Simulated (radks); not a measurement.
Species: the molybdenum ion Mo+. Configuration: [Kr] 4d5 (the NIST ground configuration). All-electron calculation, scalar-relativistic Kohn-Sham, BLYP, spin-polarised, spherical densities, finite nucleus; open shells are filled with parallel spins first (spin-orbit coupling, left out, can overturn this in heavy ions); Fermi nuclear charge, rms radius 4.4091 fm. Program: a radial shooting solver on a logarithmic mesh with Libxc functionals.

Local quantities along the radius. ELF = 1/(1 + alpha^2) is the electron localisation function; alpha = (tau - tau_W)/tau_unif compares the Pauli kinetic energy density with that of the uniform gas (summed over spins). tau is taken from the large components.

```
   r/bohr * ELF (the largest magnitude, 0.999, reaches the edge; | marks zero)
 0.002456 |                                                      *
 0.003276 |                                                      *
 0.004369 |                                                      *
 0.005827 |                                                      *
 0.007772 |                                                      *
  0.01037 |                                                      *
  0.01383 |                                                      *
  0.01844 |                                                     *
  0.02459 |                                                  *
   0.0328 |                                       *
  0.04375 |                     *
  0.05835 |                 *
  0.07783 |                             *
   0.1038 |                                         *
   0.1374 |                                      *
   0.1832 |                   *
   0.2443 |                  *
   0.3259 |                                     *
   0.4346 |                                         *
   0.5797 |                       *
   0.7732 |          *
    1.031 |                                     *
    1.375 |                                        *
    1.835 |                             *
    2.447 |               *
    3.263 |      *
    4.353 | *
    5.805 *
    7.743 *
```

On this mesh the ELF has minima near r = 0.051, 0.21, 0.77 bohr, which separate the shells, and maxima near 0.12 (0.77), 0.38 (0.77), 1.2 (0.77).
